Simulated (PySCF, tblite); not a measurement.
Isomers of C6H9O2P. Method: GFN2-xTB as coded in tblite; computed harmonic values from a numerical Hessian at the method's own geometry, unscaled. Errors from tens to a few hundred cm⁻¹ against measured bands are possible. Modes of hydrogen on phosphorus can be 10 to 20 % off. One conformer each.

Electronic energies: PBE0/pcSseg-1 single points on the GFN2-xTB geometries (PySCF, gas phase).

```csv
SMILES,"electronic energy, lowest = 0 (kcal/mol)"
CC[P@H](=O)c1ccco1,0.0
C#CP1(=O)CCOCC1,30.4
O=P1(CO)C=CCC=C1,11.4
```

**Question.** How do GFN2-xTB zero-point energies change the relative energies?

**Answer.** 
```
            SMILES  ZPE (kcal/mol)  of it from modes above 1550 cm⁻¹  electronic (kcal/mol)  with ZPE, lowest = 0 (kcal/mol)  lowest mode (cm⁻¹)  rings
CC[P@H](=O)c1ccco1            86.2                              40.5                    0.0                              0.0                  39      1
  O=P1(CO)C=CCC=C1            86.1                              43.9                   11.4                             11.3                  51      1
   C#CP1(=O)CCOCC1            86.3                              41.5                   30.4                             30.5                  81      1
```

The zero-point energies span 0.2 kcal/mol, from `O=P1(CO)C=CCC=C1` to `C#CP1(=O)CCOCC1`. The order is unchanged.

**Question.** And how do the electronic energies of GFN2-xTB itself compare?

**Answer.** `CC[P@H](=O)c1ccco1` 0.0; `O=P1(CO)C=CCC=C1` 27.6; `C#CP1(=O)CCOCC1` 37.4 kcal/mol, lowest = 0. Against the energies above, taken from the same isomer `CC[P@H](=O)c1ccco1`, the largest difference is 16.2 kcal/mol.

**Question.** What do entropy and thermal enthalpy add at 298.15 K and 1 bar (rigid rotor, harmonic oscillator, one conformer each)?

**Answer.** 
| SMILES | point group | symmetry number | S (cal/(mol K)) | H − H(0) (kcal/mol) | ZPE + H − H(0) − TS (kcal/mol) |
| --- | --- | --- | --- | --- | --- |
| CC[P@H](=O)c1ccco1 | C1 | 1 | 98.7 | 6.69 | 63.5 |
| O=P1(CO)C=CCC=C1 | C1 | 1 | 96.5 | 6.67 | 63.9 |
| C#CP1(=O)CCOCC1 | Cs | 1 | 94.8 | 6.60 | 64.6 |
